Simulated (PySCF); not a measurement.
Computed structure and properties of Gd(SH)3

System: Gd(SH)3 (singlet in the valence; each metal's 4f electrons, 7 of them, lie in its core potential, out of spins and levels); start: displaced along the imaginary mode (C3). Method: PySCF 2.14.0, RKS PBE0, Gd lcecp-1-SVP with ECP53, S def2-SVP, H def2-SVP; non-relativistic Hamiltonian with scalar-relativistic core potentials where named; density fitting; no spin-orbit coupling.

Input of the relaxation:

```python
mol = gto.M(atom='''
Gd     0.00000    -0.00000    -0.34743
S      2.45442    -0.00688     0.51437
H      2.13952     0.24999     1.82969
S     -1.22125     2.12903     0.51437
H     -1.28626     1.72789     1.82969
S     -1.23317    -2.12215     0.51437
H     -0.85327    -1.97787     1.82969''',
    basis={'Gd': 'lcecp-1-SVP', 'S': 'def2-SVP', 'H': 'def2-SVP'},
    ecp={'Gd': 'lcecp-1-SVP'},
    charge=0, spin=0)
mf = dft.RKS(mol, xc='PBE0')
mf.grids.atom_grid = (50, 194)  # f atoms: unpruned, at least (60, 302)
mf = mf.density_fit()  # fitting sets: Gd AutoAux, S def2-universal-JKFIT, H def2-universal-JKFIT
mf.conv_tol = 1e-08; mf.max_cycle = 55
mf.kernel(dm0)  # dm0: converged density of the start geometry
# quasi-Newton relaxation in Cartesian coordinates to a largest gradient under 0.00045 Eh/bohr, steps kept in the point group
```

Run from Python with OMP_NUM_THREADS=2; the lines above give its settings. Where DIIS fails, smearing, a level shift and second-order steps follow.
It took 120 s on 2 threads of Arm Neoverse V2 (shared host), from the converged density of the start.

Course of the relaxation:

```
step  energy above end (eV)  largest force component within the symmetry (eV/Å)
   0                 0.3883                                               0.588
   1                 0.3465                                               0.187
   2                 0.2965                                               0.530
   3                 0.2695                                               0.749
   4                 0.1915                                               0.085
   5                 0.1620                                               0.556
   6                 0.1351                                               0.176
   7                 0.1094                                               0.108
  22                 0.0009                                               0.040
  23                 0.0007                                               0.036
  24                 0.0004                                               0.034
  25                 0.0002                                               0.025
  26                 0.0000                                               0.007
  27                 0.0000                                               0.005
```
(The steps between are left out.)

Relaxed geometry (C3h):

```xyz
7

Gd    0.0000    0.0000    0.9342
S     2.5681   -0.4113    0.9624
H     2.8945    0.9035    0.9544
S    -0.9278    2.4297    0.9624
H    -2.2298    2.0550    0.9544
S    -1.6403   -2.0184    0.9624
H    -0.6648   -2.9585    0.9544
```

| contact | Å |
| --- | --- |
| Gd1–S2 (SH) | 2.601 |
| Gd1–S4 (SH) | 2.601 |
| Gd1–S6 (SH) | 2.601 |

On the finer grid (75, 302):

| Quantity | Value |
| --- | --- |
| HOMO | -7.40 eV |
| LUMO | -2.46 eV |
| Dipole about the centre of mass | 0.19 D |
| Set of Mulliken populations of Gd1 outside the core potential | s 2.33, p 6.34, d 1.45, f 0.03 |
| D3(BJ) dispersion energy (not in the energies) | -0.200 eV |

```json
{"atom": "Gd1", "Mulliken (e)": "0.85", "Löwdin (e)": "-0.02", "spin (e)": "0.00"}
{"atom": "S2", "Mulliken (e)": "-0.40", "Löwdin (e)": "-0.02", "spin (e)": "0.00"}
{"atom": "H3", "Mulliken (e)": "0.11", "Löwdin (e)": "0.02", "spin (e)": "0.00"}
{"atom": "S4", "Mulliken (e)": "-0.40", "Löwdin (e)": "-0.02", "spin (e)": "0.00"}
{"atom": "H5", "Mulliken (e)": "0.11", "Löwdin (e)": "0.02", "spin (e)": "0.00"}
{"atom": "S6", "Mulliken (e)": "-0.40", "Löwdin (e)": "-0.02", "spin (e)": "0.00"}
{"atom": "H7", "Mulliken (e)": "0.11", "Löwdin (e)": "0.02", "spin (e)": "0.00"}
```

The 4f levels lie in the core potential and are missing. Their spin isn't counted.

On the grid (50, 194), as all that follows. Harmonic modes: a minimum within the noise of the softest modes; lowest 21 cm⁻¹ (negative: unstable), highest 2689 cm⁻¹, zero-point energy 0.676 eV.

Taking off one SH (charge -1, singlet; the rest: singlet) in vacuum, both parts rigid, costs 9.06 eV; the small basis without counterpoise inflates it. Most of it is the attraction of opposite charges; other ways to part are cheaper, and one spin state was tried for the rest.

Rigid scan of SH along the line from its metal:

| distance to S2 (Å) | energy (eV) |
| --- | --- |
| 2.30 | 0.630 |
| 2.40 | 0.247 |
| 2.50 | 0.055 |
| 2.60 | 0.000 |
| 2.70 | 0.044 |
| 2.80 | 0.156 |
| 3.00 | 0.507 |
| 3.30 | 1.161 |
| 3.70 | 2.026 |
| 4.20 | 2.922 |

One start shape was tried, so this needn't be the lowest isomer.

An lcecp potential fixes the number of 4f electrons, so in runs with it no electron can move into or out of that shell.
